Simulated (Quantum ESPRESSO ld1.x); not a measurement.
Task: The mean radii <r> (bohr) of the occupied orbitals of an atom or ion are listed with their occupations. All-electron calculation, scalar-relativistic Kohn-Sham, LDA (Slater exchange, Perdew-Zunger correlation), spin-polarised, spherical densities, point nucleus. Program: ld1.x of Quantum ESPRESSO 7.5.

| orbital | occ. | <r> |
|---|---|---|
| 1s up | 1 | 0.03432 |
| 1s down | 1 | 0.03432 |
| 2s up | 1 | 0.1498 |
| 2s down | 1 | 0.1498 |
| 2p up | 3 | 0.1304 |
| 2p down | 3 | 0.1304 |
| 3s up | 1 | 0.4163 |
| 3s down | 1 | 0.4161 |
| 3p up | 3 | 0.4170 |
| 3p down | 3 | 0.4169 |
| 3d up | 5 | 0.3994 |
| 3d down | 5 | 0.3992 |
| 4s up | 1 | 1.059 |
| 4s down | 1 | 1.054 |
| 4p up | 3 | 1.172 |
| 4p down | 3 | 1.167 |
| 4d up | 5 | 1.609 |

Name the element and its charge. Open shells, if any, are filled with parallel spins first.

Result: Z = 43, technetium, charge +2: Tc2+ in [Kr] 4d5. The 1s radius gives Z: for a bare nucleus <r> = (2 gamma + 1)/(2Z) with gamma = sqrt(1 - (Z/c)^2), 0.03371 bohr for Z = 43, and screening makes it slightly larger (0.03432 here). The occupations add up to 41, and the charge is Z minus that.
